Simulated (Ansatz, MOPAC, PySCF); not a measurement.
Lewis adduct: ClFHIn (SMILES [F][InH][Cl]) (first 4 atoms) with NH3 (SMILES N); geometry from B3LYP-D3(BJ)/def2-TZVP, rigid monomers moved along the line of their centres of mass till In2···N5 is 2.67 Å.
(charge 0, multiplicity 1):
```xyz
8

F      0.8802     1.4208     1.1647
In    -0.7270     0.2746     1.3966
Cl    -2.2034     1.2916     2.9507
H     -1.2190    -0.7851     0.1578
N      0.7356    -0.9408     3.2756
H      1.5910    -0.3920     3.2280
H      0.2826    -0.7575     4.1660
H      0.9700    -1.9259     3.2203
```

Monomers are frozen at their geometry in the pair; levels with a basis set take the counterpoise correction. Rows marked so take none.

Correlated levels freeze the cores. Filled d and f shells under p-block atoms count as core. CBS(a, b) extrapolates the correlation energy as X⁻³ and adds the Hartree–Fock energy of set b. Rows in 3-21G carry no dispersion term and start afresh at each structure; the Pople sets are all-electron and without relativity. The state reached by PM7 isn't checked; PM7 holds dispersion and hydrogen-bond terms.

Codes used: Ansatz (a program for electronic structure); MOPAC for PM7 (differences of heats of formation); PySCF for 3-21G rows, the dispersion terms. Each number belongs to the level named beside it. In def2 rows elements past Kr take small-core potentials, without spin–orbit coupling.

```tsv
level	interaction energy (kcal/mol)
PM7	-23.67
HF/3-21G (no counterpoise)	-40.75
HF/def2-SVPD	-24.69
PBE/def2-TZVPPD	…
PBE-D3(BJ)/def2-TZVPPD	-24.06
B3LYP-D4/def2-TZVPPD	-24.59
PBE0/def2-TZVPPD	-24.19
CCSD(T)/def2-SVPD	-24.41
MP2/CBS(def2-SVPD, def2-TZVPPD) + ΔCCSD(T)/def2-SVPD	-24.57
```

Question: What belongs in the gaps?

Answer: 
- PBE/def2-TZVPPD, interaction energy (kcal/mol): -22.64
